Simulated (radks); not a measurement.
Q: Spherical quantum dot in the effective-mass picture: electrons in a well V = -V0 / (1 + exp((r - R)/a)) with V0 = 4.36, R = 5.92, a = 0.19, with a point charge +1 (a donor) at the centre, all in effective atomic units (hartree* = m*/eps^2 hartree, bohr* = eps/m* bohr), one dielectric constant everywhere. Calculated with a radial shooting solver with Libxc functionals: non-relativistic Kohn-Sham, r2SCAN, spin-polarised, spherical densities, generalised Kohn-Sham scheme. Levels are named by radial order and angular momentum (1s, 1p, 1d, 2s, ...), and open shells are averaged over m. At N = 15 the configuration is 1s2 1p6 1d(up 5, down 1) 2s(up 1, down 0). Does electron 16 go into 1f up or 2s down or 1d down?

A: Into 1d down. The total energies of the other choices lie higher by 0.121 hartree* (1f up), 0.163 hartree* (2s down).
